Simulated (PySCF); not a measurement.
Species: C6H5ClF4O.
Structure used (GFN2-xTB), in Å, numbered top down from 1:
```
atom  x, y, z in Å
C1    -0.482    1.323   -1.236
C2    -0.352    0.164   -0.273
C3    -1.165    0.358    0.997
F4    -0.475    1.026    1.935
F5    -2.268    1.082    0.758
F6    -1.582   -0.782    1.549
C7    -0.127   -1.227   -0.785
C8     1.021   -0.495   -0.143
F9     1.975    0.001   -0.974
C10    1.538   -0.936    1.180
O11    0.982   -1.677    1.925
Cl12   3.091   -0.241    1.558
H13    0.206    1.199   -2.067
H14   -0.251    2.260   -0.731
H15   -1.499    1.377   -1.620
H16   -0.082   -1.364   -1.855
H17   -0.538   -2.057   -0.229
```

Computed at PBE0/pcSseg-1 (PySCF, non-relativistic), with Q(17O) = −0.0256 b, Q(35Cl) = −0.0817 b: O11, 17O (I = 5/2): χzz = 9.682 MHz, η = 0.413; Cl12, 35Cl (I = 3/2): χzz = -65.89 MHz, η = 0.336.

Q: Where would the pure quadrupole (NQR) lines of 17O at O11 fall for the rigid, isolated species?

A: From the eigenvalues of H = χ/[4I(2I − 1)] × [3Iz² − I(I + 1) + η(Ix² − Iy²)], steps between neighbouring levels, labelled as for η = 0: ±1/2↔±3/2 1.700 MHz, ±3/2↔±5/2 2.815 MHz (carbonyl oxygen).

Q: Where would the pure quadrupole (NQR) lines of 35Cl at Cl12 fall for the rigid, isolated species?

A: From ν = (|χ|/2)√(1 + η²/3): ν = 33.56 MHz (chlorine bonded to C). For 37Cl the ratio of quadrupole moments, 0.7881, gives 26.45 MHz.

In a crystal, neighbours and librations shift these lines. GFN2-xTB bond lengths can be off by several hundredths of an ångström, more for odd bonds, and the gradients follow them. These gradients aren't converged with respect to the basis.

One conformer stands for the species.
